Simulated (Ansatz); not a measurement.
**Molecular dynamics of C3H9ClFNSi**

Input file:

```yaml
crystal:
  periodic: [false, false, false]
  atoms:
    - { symbol: Si, position_ang: [0.120157, -0.169287, 0.074858] }
    - { symbol: C, position_ang: [0.491088, 0.391284, 1.798664] }
    - { symbol: H, position_ang: [-0.143149, 1.229186, 2.210234] }
    - { symbol: H, position_ang: [0.595655, -0.12506, 2.852441] }
    - { symbol: H, position_ang: [1.578645, 0.897923, 1.597185] }
    - { symbol: F, position_ang: [1.550547, 0.608844, -0.414663] }
    - { symbol: Cl, position_ang: [-1.664717, 0.954223, -0.687008] }
    - { symbol: "N", position_ang: [-0.727305, -1.937104, -0.493213] }
    - { symbol: C, position_ang: [-2.148646, -2.196705, 0.312109] }
    - { symbol: H, position_ang: [-2.617347, -2.143041, -0.70831] }
    - { symbol: H, position_ang: [-1.994868, -3.079803, 0.801481] }
    - { symbol: H, position_ang: [-2.26311, -1.330816, 1.058889] }
    - { symbol: C, position_ang: [-0.808626, -1.509284, -2.045063] }
    - { symbol: H, position_ang: [-1.657317, -0.919484, -2.545642] }
    - { symbol: H, position_ang: [0.007655, -0.829529, -2.26242] }
    - { symbol: H, position_ang: [-0.550613, -2.370062, -2.537981] }
basis:
  gaussian: { orbitals: STO-3G }
hamiltonian:
  xc: r2scan
  dispersion: d4
md:
  timestep: 0.5
  n_steps: 111
  ensemble: nvt_nose_hoover
  temperature: 1500.0
  initial_velocities: maxwell_boltzmann
  seed: 392106
  masses: [{ species: H, mass: 10.0 }]
```

Run as:

```bash
$ ansatz run input.yaml --threads 1 --pin off --max-ram 2048MiB --backend cpu --events-out ev --progress --plain --runs-dir out
```

It goes on from the last frame of an earlier run, with new velocities.

Output, in part (one step line in 4, the closing report, with atoms numbered from 0):

```
md step     0: t =     0.00 fs  T =  1500.0 K  F+E_penalty+E_count = -27534.68109691 eV  E_kin = 2.714460 eV  conserved = -27531.96663693 eV  (27 SCF iters)
md step     4: t =     2.00 fs  T =  1735.2 K  F+E_penalty+E_count = -27535.10748062 eV  E_kin = 3.140121 eV  conserved = -27531.96729452 eV  (29 SCF iters)
md step     8: t =     4.00 fs  T =  1906.5 K  F+E_penalty+E_count = -27535.41757902 eV  E_kin = 3.450149 eV  conserved = -27531.96688639 eV  (28 SCF iters)
md step    12: t =     6.00 fs  T =  2047.1 K  F+E_penalty+E_count = -27535.67258707 eV  E_kin = 3.704471 eV  conserved = -27531.96628336 eV  (28 SCF iters)
md step    16: t =     8.00 fs  T =  2201.5 K  F+E_penalty+E_count = -27535.95571353 eV  E_kin = 3.983933 eV  conserved = -27531.96742941 eV  (29 SCF iters)
md step    20: t =    10.00 fs  T =  2230.4 K  F+E_penalty+E_count = -27536.01353566 eV  E_kin = 4.036207 eV  conserved = -27531.96884093 eV  (28 SCF iters)
md step    24: t =    12.00 fs  T =  1994.9 K  F+E_penalty+E_count = -27535.59128774 eV  E_kin = 3.610110 eV  conserved = -27531.96729911 eV  (29 SCF iters)
md step    28: t =    14.00 fs  T =  1704.3 K  F+E_penalty+E_count = -27535.06814636 eV  E_kin = 3.084253 eV  conserved = -27531.96448191 eV  (28 SCF iters)
md step    32: t =    16.00 fs  T =  1684.3 K  F+E_penalty+E_count = -27535.03798393 eV  E_kin = 3.047923 eV  conserved = -27531.96523122 eV  (28 SCF iters)
md step    36: t =    18.00 fs  T =  1864.8 K  F+E_penalty+E_count = -27535.37264920 eV  E_kin = 3.374573 eV  conserved = -27531.96713536 eV  (28 SCF iters)
md step    40: t =    20.00 fs  T =  1998.3 K  F+E_penalty+E_count = -27535.62247417 eV  E_kin = 3.616222 eV  conserved = -27531.96790432 eV  (28 SCF iters)
md step    44: t =    22.00 fs  T =  1971.3 K  F+E_penalty+E_count = -27535.58191403 eV  E_kin = 3.567353 eV  conserved = -27531.96763629 eV  (28 SCF iters)
md step    48: t =    24.00 fs  T =  1833.5 K  F+E_penalty+E_count = -27535.34040647 eV  E_kin = 3.317974 eV  conserved = -27531.96644809 eV  (28 SCF iters)
md step    52: t =    26.00 fs  T =  1746.9 K  F+E_penalty+E_count = -27535.19243539 eV  E_kin = 3.161289 eV  conserved = -27531.96606998 eV  (29 SCF iters)
md step    56: t =    28.00 fs  T =  1785.6 K  F+E_penalty+E_count = -27535.27231683 eV  E_kin = 3.231318 eV  conserved = -27531.96646092 eV  (28 SCF iters)
md step    60: t =    30.00 fs  T =  1943.1 K  F+E_penalty+E_count = -27535.56731508 eV  E_kin = 3.516383 eV  conserved = -27531.96583581 eV  (28 SCF iters)
md step    64: t =    32.00 fs  T =  2251.4 K  F+E_penalty+E_count = -27536.13982804 eV  E_kin = 4.074165 eV  conserved = -27531.96765745 eV  (28 SCF iters)
md step    68: t =    34.00 fs  T =  2481.5 K  F+E_penalty+E_count = -27536.57531799 eV  E_kin = 4.490546 eV  conserved = -27531.97020661 eV  (28 SCF iters)
md step    72: t =    36.00 fs  T =  2364.2 K  F+E_penalty+E_count = -27536.38059110 eV  E_kin = 4.278431 eV  conserved = -27531.96828097 eV  (28 SCF iters)
md step    76: t =    38.00 fs  T =  2164.7 K  F+E_penalty+E_count = -27536.03542375 eV  E_kin = 3.917366 eV  conserved = -27531.96448018 eV  (28 SCF iters)
md step    80: t =    40.00 fs  T =  2281.6 K  F+E_penalty+E_count = -27536.27042935 eV  E_kin = 4.128854 eV  conserved = -27531.96707547 eV  (28 SCF iters)
md step    84: t =    42.00 fs  T =  2444.4 K  F+E_penalty+E_count = -27536.59121689 eV  E_kin = 4.423437 eV  conserved = -27531.96873150 eV  (28 SCF iters)
md step    88: t =    44.00 fs  T =  2388.6 K  F+E_penalty+E_count = -27536.51689498 eV  E_kin = 4.322457 eV  conserved = -27531.96791052 eV  (27 SCF iters)
md step    92: t =    46.00 fs  T =  2169.0 K  F+E_penalty+E_count = -27536.14648083 eV  E_kin = 3.925164 eV  conserved = -27531.96686818 eV  (27 SCF iters)
md step    96: t =    48.00 fs  T =  1923.9 K  F+E_penalty+E_count = -27535.72824212 eV  E_kin = 3.481616 eV  conserved = -27531.96574462 eV  (25 SCF iters)
md step   100: t =    50.00 fs  T =  1800.2 K  F+E_penalty+E_count = -27535.52871911 eV  E_kin = 3.257638 eV  conserved = -27531.96533137 eV  (28 SCF iters)
md step   104: t =    52.00 fs  T =  1847.1 K  F+E_penalty+E_count = -27535.63981632 eV  E_kin = 3.342651 eV  conserved = -27531.96629829 eV  (28 SCF iters)
md step   108: t =    54.00 fs  T =  1951.8 K  F+E_penalty+E_count = -27535.85751921 eV  E_kin = 3.532037 eV  conserved = -27531.96744638 eV  (28 SCF iters)
md step   111: t =    55.50 fs  T =  1985.6 K  F+E_penalty+E_count = -27535.94056617 eV  E_kin = 3.593149 eV  conserved = -27531.96757302 eV  (25 SCF iters)
Total energy: -27535.94057334 eV, -1011.9271515394 hartree
Atom 0 at    -0.159415     0.055385     0.039243 Å, force     2.848144    -0.185963     2.748046 eV/Å
Atom 1 at     0.364839     0.619442     1.838362 Å, force     1.203009     1.013157     1.896403 eV/Å
Atom 2 at    -0.319602     1.330489     2.521903 Å, force     1.416863    -1.527977    -2.650340 eV/Å
Atom 3 at     0.356291    -0.333673     2.441137 Å, force     0.688587     0.758943    -0.410115 eV/Å
Atom 4 at     1.485033     1.110585     1.861774 Å, force    -3.323645    -1.702678    -0.141252 eV/Å
Atom 5 at     1.100893    -0.230038    -0.942666 Å, force     2.009680     2.574014    -0.242956 eV/Å
Atom 6 at    -1.490317     1.464632    -0.469990 Å, force    -2.019918     2.003860    -1.332263 eV/Å
Atom 7 at    -0.457690    -1.624572    -0.321754 Å, force    -4.020406    -1.644774    -0.687123 eV/Å
Atom 8 at    -1.901492    -2.242015     0.095802 Å, force     6.063295    -2.374911     3.673844 eV/Å
Atom 9 at    -2.371317    -2.249036    -0.826150 Å, force    -3.118685     0.176358    -1.512439 eV/Å
Atom 10 at    -1.628102    -3.328254     0.431334 Å, force    -0.823121     1.747318    -1.050827 eV/Å
Atom 11 at    -2.166121    -1.770255     1.049882 Å, force    -1.370631     0.580465    -0.618024 eV/Å
Atom 12 at    -0.700868    -1.583755    -1.878037 Å, force     2.640935    -1.129404    -0.927786 eV/Å
Atom 13 at    -1.569382    -1.022505    -2.260225 Å, force    -0.920268    -0.857651     0.453068 eV/Å
Atom 14 at     0.098025    -1.158244    -2.536216 Å, force     0.314434     0.221802     1.308517 eV/Å
Atom 15 at    -0.560368    -2.664377    -2.112393 Å, force    -1.588272     0.347442    -0.506754 eV/Å
Dipole moment:     0.025180    -0.238509     0.128269 e Å
```

All steps were run. The conserved energy stayed within 0.23 meV per atom of its start (net change -0.059 meV per atom), so the integration is sound. The mean temperature of the second half is 42 % above the set value. A run of 0.056 ps of so small a system gives no equilibrium averages. Limits of this set-up: minimal basis.

The same pairs are bonded in the first frame and the last. Pairs count as bonded within 1.25 times the sum of covalent radii (0.12 Å more for H–H).

Last frame:

```xyz
16
Properties=species:S:1:pos:R:3
Si -0.159 0.055 0.039
C 0.365 0.619 1.838
H -0.320 1.331 2.522
H 0.356 -0.334 2.441
H 1.485 1.111 1.862
F 1.101 -0.230 -0.943
Cl -1.490 1.465 -0.470
N -0.458 -1.625 -0.322
C -1.901 -2.242 0.096
H -2.371 -2.249 -0.826
H -1.628 -3.328 0.431
H -2.166 -1.770 1.050
C -0.701 -1.584 -1.878
H -1.569 -1.022 -2.260
H 0.098 -1.158 -2.536
H -0.560 -2.664 -2.112
```

The run took 21 min on 1 thread of Intel(R) Xeon(R) Platinum 8259CL CPU @ 2.50GHz (Skylake/Cascade Lake) (shared host), peak memory 0.17 GiB.
